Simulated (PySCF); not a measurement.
## How strongly P binds etchant and ambient atoms

CCSD(T) in PySCF with def2-TZVPPD on every atom, for the lowest determinant that a PBE0 search found; no spin–orbit coupling. D0 is De less the harmonic zero-point energy.

```json
{"X": "H", "state of PX": "triplet (π ↑↑)", "D0(PX) (eV)": "2.93", "D0(X₂) (eV)": "4.43"}
{"X": "F", "state of PX": "triplet (π ↑↑)", "D0(PX) (eV)": "4.39", "D0(X₂) (eV)": "1.46"}
{"X": "Br", "state of PX": "triplet (π ↑↑)", "D0(PX) (eV)": "2.64", "D0(X₂) (eV)": "2.07"}
{"X": "O", "state of PX": "doublet (π ↑)", "D0(PX) (eV)": "5.72", "D0(X₂) (eV)": "4.85"}
{"X": "N", "state of PX": "singlet (closed shell)", "D0(PX) (eV)": "5.79", "D0(X₂) (eV)": "9.27"}
```

Question: Give the energy of P + X₂ → PX + X at 0 K for each X.

Answer: H: 4.43 − 2.93 = +1.50 eV; F: 1.46 − 4.39 = -2.93 eV; Br: 2.07 − 2.64 = -0.57 eV; O: 4.85 − 5.72 = -0.87 eV; N: 9.27 − 5.79 = +3.48 eV (CCSD(T)/def2-TZVPPD; negative means exothermic).

Question: Does an atom of O displace H from PH?

Answer: PH + O → PO + H has ΔE = 2.93 − 5.72 = -2.79 eV at CCSD(T)/def2-TZVPPD, so it is downhill.

Gas-phase diatomics only hint at surface chemistry, where an atom holds several bonds.

Correlated steps freeze the inner cores (0 to 18 orbitals); shallow outer-core shells are correlated. Spin–orbit coupling is left out. Where the molecule has an RHF reference, its open-shell atoms are computed with UHF. States were picked by a PBE0 search and need not be the measured ground states.
